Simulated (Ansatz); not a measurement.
Breaking the Be1–Cl3 bond in BeClH (SMILES [BeH][Cl]) (multiplicity 1 held, fragments rigid). Energies count from the point at 1.806 Å.
Geometry at that point (charge 0, multiplicity 1):
```xyz
3

Be     0.00000     0.00000    -1.33527
H      0.00000     0.00000    -2.65794
Cl     0.00000     0.00000     0.47053
```

Signs of static correlation in aug-cc-pV(T+d)Z, with CASSCF(6,4), from Ansatz (an electronic-structure program) runs.

| R (Å) | T1 of restricted CCSD | ⟨S²⟩ of UHF | largest double amplitude of restricted CCSD | weight of the CASSCF reference in MRCISD | CASSCF natural occupations |
|---|---|---|---|---|---|
| 1.445 | 0.006 | 0.000 | 0.020 | 0.915 | 2.00 1.99 1.99 0.02 |
| 1.625 | 0.007 | 0.000 | 0.026 | 0.914 | 2.00 2.00 1.99 0.01 |
| 1.806 | 0.008 | 0.000 | 0.021 | 0.912 | 2.00 2.00 1.99 0.01 |
| 1.986 | 0.009 | 0.000 | 0.021 | 0.912 | 2.00 2.00 1.99 0.02 |
| 2.167 | 0.010 | 0.000 | 0.024 | 0.911 | 2.00 2.00 1.98 0.02 |
| 2.438 | 0.011 | 0.000 | 0.029 | 0.910 | 2.00 2.00 1.97 0.03 |
| 2.709 | 0.014 | 0.000 | 0.040 | 0.910 | 2.00 2.00 1.94 0.06 |
| 3.160 | 0.024 | 0.465 | … | 0.910 | 2.00 2.00 1.88 0.13 |
| 3.612 | 0.043 | 0.863 | 0.171 | 0.911 | 2.00 2.00 1.71 0.29 |
| 4.153 | 0.085 | 0.979 | 0.285 | 0.914 | 2.00 2.00 1.42 0.58 |
| 4.876 | … | 1.008 | 0.643 | 0.915 | 2.00 2.00 1.16 0.84 |
| 5.779 | 0.254 | 1.012 | 1.150 | 0.915 | 2.00 2.00 1.05 0.95 |

### Question
What belongs in the gaps?

### Answer

- 3.160, largest double amplitude of restricted CCSD: 0.117
- 4.876, T1 of restricted CCSD: 0.174

Doubts at one or more of the structures used: active orbitals that take no part (SC-NEVPT2 on CASSCF(6,4)/aug-cc-pV(T+d)Z); a restricted determinant that unrestricted orbitals would lower (R-CCSD(T)/aug-cc-pV(T+d)Z); T1 above 0.05 (R-CCSD(T)/aug-cc-pV(T+d)Z, U-CCSD(T)/aug-cc-pV(T+d)Z); other coupled-cluster roots lie near (R-CCSD(T)/aug-cc-pV(T+d)Z); a spin-contaminated determinant (U-CCSD(T)/aug-cc-pV(T+d)Z); the program's own flag: other amplitudes (U-CCSD(T)/aug-cc-pV(T+d)Z).
